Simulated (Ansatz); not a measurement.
Consider the formal exchange of groups at the Al–Br bond: `[F][Al]([SH])[Br]` + `BCOC` → `BC[O][Al]([F])[SH]` + `CBr`.

Gas-phase electronic energies from Ansatz, PBE0-D4/def2-TZVP geometries. CBS: MP2 limit from def2 TZ/QZ plus the TZ coupled-cluster correction, frozen cores. DFT in def2-TZVPP. B3LYP here is the variant with VWN-RPA as its local correlation; programs differ in this. For Br outer-core shells are correlated without core-valence functions, which leaves a few kJ/mol of doubt a bond. Scalar relativity is left out up to krypton. One conformer a species, not always the lowest.

(1) Is it downhill or uphill in electronic energy at CCSD(T)/CBS, and by how much? (Estimate.)

(2) What do these levels give: B3LYP-D4, PBE0, MP2/def2-TZVPP, CCSD(T)/def2-TZVPP, HF/def2-QZVPP, SCS-MP2/def2-QZVPP? (Best estimate.)

Largest T1 diagnostic among the species: 0.012.

## Answers

(1) The calculation gave: Uphill: ΔE = +1.3 kcal/mol.

(2) The calculation gave: B3LYP-D4 0.2, PBE0 2.6, MP2/def2-TZVPP 0.5, CCSD(T)/def2-TZVPP 0.7, HF/def2-QZVPP 2.6, SCS-MP2/def2-QZVPP 0.3 kcal/mol.

In def2-TZVPP, CCSD(T) changes the Hartree–Fock value by −2.2 kcal/mol (the triples alone add −0.1 kcal/mol) and MP2 by −2.4 kcal/mol. From PBE to PBE0 (25 % exact exchange), in def2-TZVPP and without D4, ΔE moves by +0.7 kcal/mol.
